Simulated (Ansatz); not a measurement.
Reaction (formal exchange of groups at the Al–O bond): `[OH][AlH][AlH2]` + `CC[SiH3]` → `C[CH]([SiH3])[AlH][AlH2]` + H₂O

Gas-phase electronic energies from Ansatz, PBE0-D4/def2-TZVP geometries. CCSD(T)/CBS adds triple-zeta CCSD(T) − MP2 to the extrapolated MP2 energy (def2 sets, frozen cores). This one scheme is used for every species. DFT in def2-TZVPP. One conformer a species, not always the lowest.

`[OH][AlH][AlH2]`:

Z-matrix (Å, degrees):
```
Al
Al 1 2.587
O 1 1.706 2 113.9
H 1 1.598 2 128.9 3 180.0
H 2 1.595 1 121.9 3 -90.1
H 2 1.595 1 121.9 3 90.2
H 3 0.957 1 123.0 2 -179.9
```

`CC[SiH3]`:

Cartesian coordinates in Å:
```
C -1.038 0.581 -0.776
C 0.075 -0.439 -0.558
Si 0.933 -0.261 1.102
H -1.517 0.452 -1.751
H -0.656 1.605 -0.732
H -1.816 0.492 -0.014
H 0.834 -0.353 -1.343
H -0.319 -1.458 -0.630
H -0.046 -0.431 2.212
H 1.542 1.092 1.229
H 2.007 -1.279 1.261
```

`C[CH]([SiH3])[AlH][AlH2]`:

Z-matrix (Å, degrees):
```
C
C 1 1.535
H 1 1.095 2 112.4
H 1 1.094 2 112.3 3 -120.7
H 1 1.095 2 111.3 3 119.5
Si 2 1.870 1 111.4 3 -57.5
Al 2 1.970 1 114.3 3 178.6
H 2 1.100 1 110.8 3 59.2
H 6 1.494 2 110.2 1 -70.5
H 6 1.488 2 111.2 1 170.1
H 6 1.491 2 111.6 1 48.3
Al 7 2.594 2 120.2 1 12.8
H 7 1.598 2 116.7 1 -167.4
H 12 1.597 7 121.9 2 -90.8
H 12 1.596 7 122.4 2 88.7
```

H₂O:

Cartesian coordinates in Å:
```
O -0.004 -0.090 0.379
H -0.593 0.508 -0.085
H 0.597 -0.418 -0.294
```

| level | ΔE (kJ/mol) |
| --- | --- |
| r2SCAN-D4 | 141.4 |
| MP2/def2-TZVPP | 140.3 |
| SCS-MP2/def2-TZVPP | 146.4 |
| CCSD/CBS(def2) | 142.1 |

What does CCSD(T)/CBS give? (Best estimate.)

Ansatz gave: +137.8 kJ/mol. The listed levels differ from it by 3.6, 2.5, 8.6, 4.3 kJ/mol.

Largest T1 diagnostic among the species: 0.013.

In def2-TZVPP, CCSD(T) changes the Hartree–Fock value by −26.2 kJ/mol (the triples alone add −4.4 kJ/mol) and MP2 by −25.5 kJ/mol. The D4 term adds −12.4 kJ/mol with B3LYP and −7.2 kJ/mol with PBE0; it sums over pairs of atoms, weighted by their polarisabilities, and B3LYP, whose exchange is more repulsive, gets the larger term.

B3LYP here is the variant with VWN-RPA as its local correlation; programs differ in this.
